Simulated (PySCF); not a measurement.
C5H5FO, SMILES O=C1CCC=C1F. Geometry optimised at PBE0-D3(BJ)/def2-SVP. The values are those of a single conformer.

All values below come from PBE0-D3(BJ)/def2-SVP in PySCF 2.14.0.

Harmonic wavenumbers (cm⁻¹): 85, 234, 290, 373, 516, 611, 617, 702, 791, 796, 892, 947, 1005, 1038, 1122, 1148, 1216, 1233, 1296, 1332, 1396, 1418, 1456, 1759, 1888, 3065, 3097, 3107, 3152, 3242. Rotational constants (GHz): 3.817, 3.067, 1.737; symmetry number 1.

Problem. Work out the zero-point energy and the ideal-gas rigid-rotor harmonic-oscillator thermochemistry at 298.15 K and 1 atm.

Solution. ZPE = ½ Σ hcν = ½ × 39823 cm⁻¹ = 238.19 kJ/mol. H − E(el) = 256.30 kJ/mol. Entropy in J/(mol K): translation 166.19, rotation 113.64, vibration 46.43, total 326.26. G − E(el) = 159.03 kJ/mol. Cp = 98.13 J/(mol K). Modes under 150 cm⁻¹ make the vibrational entropy uncertain.
